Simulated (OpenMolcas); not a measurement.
## Pd5+ in a point-charge field

Pd5+ among 5 point charges of -2 e arranged as a trigonal bipyramid (D3h), 1.88 Å from the ion, with the axial distance 1.673 Å.
```
   1.8800    0.0000    0.0000  -2.00
  -0.9400    1.6281    0.0000  -2.00
  -0.9400   -1.6281    0.0000  -2.00
   0.0000    0.0000    1.6732  -2.00
   0.0000    0.0000   -1.6732  -2.00
```

```
Program             : OpenMolcas 26.06
Method              : CASSCF
Basis               : ANO-RCC-VTZP [7s6p4d2f1g]
Scalar Hamiltonian  : DKH2, point nucleus
Active space        : 5 electrons in 5 orbitals (4d)
State averaging     : 2S+1 = 6 even, 1 root; 2S+1 = 4 even, 24 roots; 2S+1 = 2 even, 75 roots
Spin-orbit coupling : state interaction with AMFI integrals over the reference wave functions
```

The lowest spin-free states (labels of D3, the rotations of D3h), above the lowest:

```json
{"State": "6A1", "Degeneracy": "1", "E (cm-1)": "0.0", "Free-ion L (%)": "S (100)"}
{"State": "4E", "Degeneracy": "2", "E (cm-1)": "26794", "Free-ion L (%)": "G (64)"}
{"State": "4E", "Degeneracy": "2", "E (cm-1)": "27344", "Free-ion L (%)": "G (65)"}
{"State": "4A2", "Degeneracy": "1", "E (cm-1)": "31882", "Free-ion L (%)": "G (96)"}
{"State": "4A1", "Degeneracy": "1", "E (cm-1)": "31884", "Free-ion L (%)": "G (96)"}
{"State": "4A1", "Degeneracy": "1", "E (cm-1)": "32909", "Free-ion L (%)": "G (100)"}
{"State": "4E", "Degeneracy": "2", "E (cm-1)": "33024", "Free-ion L (%)": "G (100)"}
{"State": "4E", "Degeneracy": "2", "E (cm-1)": "36160", "Free-ion L (%)": "D (50)"}
{"State": "4E", "Degeneracy": "2", "E (cm-1)": "37110", "Free-ion L (%)": "D (67)"}
{"State": "4A2", "Degeneracy": "1", "E (cm-1)": "38520", "Free-ion L (%)": "P (100)"}
{"State": "4A1", "Degeneracy": "1", "E (cm-1)": "40858", "Free-ion L (%)": "D (100)"}
{"State": "2E", "Degeneracy": "2", "E (cm-1)": "41025", "Free-ion L (%)": "I (73)"}
{"State": "2E", "Degeneracy": "2", "E (cm-1)": "42657", "Free-ion L (%)": "I (75)"}
{"State": "2E", "Degeneracy": "2", "E (cm-1)": "43409", "Free-ion L (%)": "I (73)"}
{"State": "2A1", "Degeneracy": "1", "E (cm-1)": "43495", "Free-ion L (%)": "I (71)"}
{"State": "2A2", "Degeneracy": "1", "E (cm-1)": "43507", "Free-ion L (%)": "I (71)"}
{"State": "2E", "Degeneracy": "2", "E (cm-1)": "43699", "Free-ion L (%)": "I (61)"}
{"State": "2A1", "Degeneracy": "1", "E (cm-1)": "44835", "Free-ion L (%)": "I (88)"}
{"State": "2E", "Degeneracy": "2", "E (cm-1)": "45530", "Free-ion L (%)": "D (51)"}
{"State": "4E", "Degeneracy": "2", "E (cm-1)": "46183", "Free-ion L (%)": "D (46)"}
```

The lowest levels with spin-orbit coupling:

```tsv
E (cm-1)	Degeneracy	Label	2S+1	g
0.0	2	E1/2	6	0.00 0.00 9.98
29.6	2	E3/2	6	0.00 0.00 5.99
45.4	2	E1/2	6	2.00 5.99 5.99
25438	2	E1/2	4	0.00 0.00 7.15
25907	2	E3/2	4	0.00 0.00 3.75
25972	2	E1/2	4	0.01 0.01 9.93
26739	2	E1/2	4	0.03 1.05 1.05
27304	2	E1/2	4	0.00 0.00 6.76
27662	2	E1/2	4	0.91 0.91 3.91
27707	2	E3/2	4	0.00 0.00 2.21
28690	2	E1/2	4	0.15 0.15 1.87
31460	2	E3/2	4	0.00 0.00 11.88
31750	2	E1/2	4	0.15 0.15 7.90
31785	2	E1/2	4	0.15 0.15 3.60
32163	2	E3/2	4	0.00 0.00 0.18
32835	2	E1/2	4	1.98 3.94 3.94
32854	2	E1/2	4	0.00 0.00 13.85
32876	2	E1/2	4	0.02 0.02 2.69
32925	2	E3/2	4	0.00 0.00 5.91
33213	2	E1/2	4	0.02 0.02 6.20
```

Powder χT (cm3 K/mol): 3.23 at 2 K, 3.67 at 10 K, 4.29 at 50 K, 4.34 at 100 K, 4.36 at 200 K, 4.36 at 300 K. The effective moment at 300 K is 2.828 √(χT) = 5.90 μB.

The lowest level has 2S+1 = 6, for which the spin-only value is χT = S(S+1) / 2 = 4.375 cm3 K/mol (g = 2). The computed 4.358 at 300 K differs by -0.017, through a little spin-orbit mixing out of the ground term, against the free-electron g of 2.0023, which raises it.

Without dynamic correlation the repulsion within the d shell is too large (B by tens of per cent), so at a given field states of lower spin stand too high. Point charges give a weaker field than real ligands, and real ions of this kind are as a rule low spin; the high spin found here belongs to the model. This is an electrostatic model: the charges have no orbitals. No measured value stands beside these numbers.
